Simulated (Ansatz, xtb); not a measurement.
## Two isomers of C2H7GeNO2

Structure a: `NC(=O)C[O][GeH3]`, a singlet. Structure b: `[NH2][GeH]1[O]CC[O]1`, a singlet. Both are isolated molecules in the gas phase, relaxed with r2SCAN-D4/def2-SVP; the shapes shown needn't be the lowest conformers.

a (Å):

```xyz
13

C     1.3457   -0.4574    0.4408
C     0.7260    0.7429    1.1538
Ge   -0.8649    2.9977    0.9129
N     1.0415   -0.5344   -0.8756
O     2.0461   -1.2476    1.0493
O    -0.0489    1.5312    0.2763
H     0.4475    0.1745   -1.2897
H     1.4115   -1.3007   -1.4239
H     1.5661    1.3108    1.6025
H     0.1292    0.3359    1.9951
H    -1.8326    2.5721    2.0302
H    -1.5945    3.5743   -0.3004
H     0.2077    3.9545    1.4604
```

b (Å):

```json
{"atom": "C", "x (Å)": "0.1573", "y (Å)": "-0.4402", "z (Å)": "0.0916"}
{"atom": "C", "x (Å)": "1.6014", "y (Å)": "0.0634", "z (Å)": "0.2198"}
{"atom": "Ge", "x (Å)": "0.0694", "y (Å)": "1.8656", "z (Å)": "1.3373"}
{"atom": "N", "x (Å)": "-0.8533", "y (Å)": "3.2238", "z (Å)": "0.5958"}
{"atom": "O", "x (Å)": "-0.6447", "y (Å)": "0.2456", "z (Å)": "1.0417"}
{"atom": "O", "x (Å)": "1.5668", "y (Å)": "1.4691", "z (Å)": "0.4210"}
{"atom": "H", "x (Å)": "-0.8042", "y (Å)": "4.1269", "z (Å)": "1.0584"}
{"atom": "H", "x (Å)": "-0.7975", "y (Å)": "3.3313", "z (Å)": "-0.4134"}
{"atom": "H", "x (Å)": "0.2356", "y (Å)": "2.1284", "z (Å)": "2.8347"}
{"atom": "H", "x (Å)": "-0.2193", "y (Å)": "-0.2513", "z (Å)": "-0.9354"}
{"atom": "H", "x (Å)": "0.0950", "y (Å)": "-1.5254", "z (Å)": "0.2816"}
{"atom": "H", "x (Å)": "2.1020", "y (Å)": "-0.4368", "z (Å)": "1.0748"}
{"atom": "H", "x (Å)": "2.1840", "y (Å)": "-0.1563", "z (Å)": "-0.6913"}
```

Quicker runs give these differences E(b) − E(a): GFN2-xTB −0.588 eV; HF/STO-3G −2.189 eV (at GFN2-xTB geometries); r2SCAN-D4/def2-SVP//GFN2-xTB −0.467 eV.

Problem. Estimate E(b) − E(a) at the level CCSD(T)/def2-SVP + ΔMP2/def2-TZVPP.

Solution. Calculated at CCSD(T)/def2-SVP + ΔMP2/def2-TZVPP: E(b) − E(a) = −0.900 eV, so structure b lies lower.

Level by level:

```
                             level            geometry  E(b) − E(a) (eV)  departure from the last row (eV)  job, with rough time for the two
                          GFN2-xTB            GFN2-xTB              −0.588                            +0.312              optimisation, 0.42 s
                         HF/STO-3G            GFN2-xTB              −2.189                            −1.290              single point, 0.42 s
      r2SCAN-D4/def2-SVP//GFN2-xTB            GFN2-xTB              −0.467                            +0.433               single point, 3.7 s
                r2SCAN-D4/def2-SVP  r2SCAN-D4/def2-SVP              −0.431                            +0.469                optimisation, 54 s
                       HF/def2-SVP  r2SCAN-D4/def2-SVP              −0.387                            +0.513           part of the CCSD(T) run
                      MP2/def2-SVP  r2SCAN-D4/def2-SVP              −0.575                            +0.325           part of the CCSD(T) run
                  CCSD(T)/def2-SVP  r2SCAN-D4/def2-SVP              −0.498                            +0.402                      single point
CCSD(T)/def2-SVP + ΔMP2/def2-TZVPP  r2SCAN-D4/def2-SVP              −0.900                                                  single point, 68 s
```

As drawn, b has 1 Ge–N, 1 Ge–O, 1 C–O, 2 C–H in place of 1 C–N, 1 C=O, 2 Ge–H. Structure a has no ring, b a 5-membered ring.

The levels shown agree on the order. The largest departure from CCSD(T)/def2-SVP + ΔMP2/def2-TZVPP is that of HF/STO-3G, 1.290 eV. The last row adds to CCSD(T) the change of the MP2 difference between the two basis sets, here −0.402 eV, a large step that makes the value less sure.

With thermal terms from frequencies at re-optimised GFN2-xTB minima (ideal gas, soft modes damped towards free rotors, one conformer each, 298.15 K, 1 atm): the zero-point term adds +0.167 eV; ΔH is −0.751 and ΔG −0.688 eV.

The correlated steps freeze 14 core orbitals; the filled d shell of Ge is correlated, in a basis made for valence electrons. Codes used: Ansatz 0.2.0, xtb 6.7.1; the last row on 4 threads of Arm Neoverse V1 on a shared host.
